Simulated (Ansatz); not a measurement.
Relaxation of C2H7InSi (11 atoms, charge 0, multiplicity 1), to a largest force component of 0.02 eV/Å in at most 50 steps.

The calculation used Ansatz, RKS BLYP-D4/def2-SVP.

```xyz
11
Properties=species:S:1:pos:R:3:forces:R:3
C -0.539 1.540 0.146 -0.91 3.82 -1.36
C -0.113 0.288 0.081 1.70 -3.35 -2.39
Si -0.046 -0.948 1.501 0.84 -2.50 -0.05
In 0.568 -0.309 -1.947 0.23 -0.31 -0.53
H -0.465 0.630 1.054 -1.24 1.98 2.27
H -0.910 1.991 1.059 -0.52 0.78 1.03
H 1.364 -1.300 1.727 0.47 -0.21 0.22
H -0.814 -2.138 1.097 -0.26 -0.48 0.02
H -0.623 -0.354 2.711 -0.31 0.41 0.59
H 0.463 0.920 -3.209 -0.08 0.10 0.21
H 1.193 -1.883 -2.438 0.08 -0.25 0.00
```

Problem. Where does it end, and by what steps?

Solution. The run converged. The force dipped under the threshold on the way, but the program's further checks kept it going. After 17 steps the energy has fallen by 5.317 eV; H6 moved furthest, 1.35 Å. Parted: C2–H5 (1.09 → 2.16 Å).

| step | energy less start (eV) | largest force component (eV/Å) | accepted |
| --- | --- | --- | --- |
| 0 | 0.0000 | 3.819 | yes |
| 1 | -0.6224 | 1.455 | yes |
| 2 | -0.8440 | 0.984 | yes |
| 3 | -0.9417 | 1.118 | yes |
| 4 | -1.1436 | 1.699 | yes |
| 5 | -1.4956 | 2.379 | yes |
| 6 | -1.9766 | 3.255 | yes |
| 7 | -2.5220 | 5.122 | yes |
| 8 | -3.7139 | 4.197 | yes |
| 9 | -4.6074 | 2.238 | yes |
| 10 | -4.9475 | 1.996 | yes |
| 11 | -5.2488 | 0.680 | yes |
| 12 | -5.3024 | 0.328 | yes |
| 13 | -5.3076 | 0.253 | yes |
| 14 | -5.2147 | 1.075 | no |
| 15 | -5.3158 | 0.036 | yes |
| 16 | -5.3164 | 0.019 | yes |
| 17 | -5.3165 | 0.012 | yes |

```xyz
11
Properties=species:S:1:pos:R:3
C -0.596 1.352 0.488
C -0.094 0.125 0.199
Si 0.040 -1.221 1.506
In 0.552 -0.209 -1.881
H -0.950 1.623 1.503
H -0.684 2.161 -0.262
H 1.472 -1.649 1.670
H -0.739 -2.436 1.087
H -0.480 -0.743 2.836
H 0.349 1.177 -2.943
H 1.207 -1.743 -2.418
```

Whether the end is a true minimum wasn't checked by a vibrational analysis.

The run took 24 s on 2 threads of Intel(R) Xeon(R) 6975P-C (Granite Rapids) (shared host), peak memory 0.17 GiB.
